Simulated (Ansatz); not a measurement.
CH3BFN, SMILES `FC1BN1`. Charge 0, multiplicity 1. The geometry is a stationary point of PBE0-D4/def2-TZVP.

```xyz
7

F    -1.336    0.542    1.107
C    -0.057    0.357    0.615
B     0.294   -0.936   -0.158
N     0.034    0.229   -0.796
H     0.609    1.049    1.126
H     0.554   -2.079   -0.307
H    -0.100    0.838   -1.586
```

(1) What is the dipole moment at ωB97M-V/def2-TZVPP? (Estimate.)

(2) And with PBE, r2SCAN, B3LYP? (Best estimate.)

(3) Give the Mulliken charges with ωB97M-V, r2SCAN, B3LYP in def2-TZVPP. (Best estimate.)

Results:

(1) Ansatz gave: 2.33 D, with components (1.45, 0.49, -1.76) D in this frame, pointing from negative to positive charge.

(2) The calculation gave: PBE 2.26 D, r2SCAN 2.29 D, B3LYP 2.32 D.

(3) Ansatz gave: 
| atom | ωB97M-V | r2SCAN | B3LYP |
| --- | --- | --- | --- |
| F1 | -0.24 | -0.25 | -0.25 |
| C2 | 0.11 | 0.20 | 0.14 |
| B3 | -0.11 | -0.09 | -0.10 |
| N4 | -0.12 | -0.14 | -0.13 |
| H5 | 0.11 | 0.07 | 0.10 |
| H6 | 0.10 | 0.03 | 0.06 |
| H7 | 0.14 | 0.18 | 0.18 |

B3LYP here is the variant with VWN-RPA as its local correlation; programs differ in this.
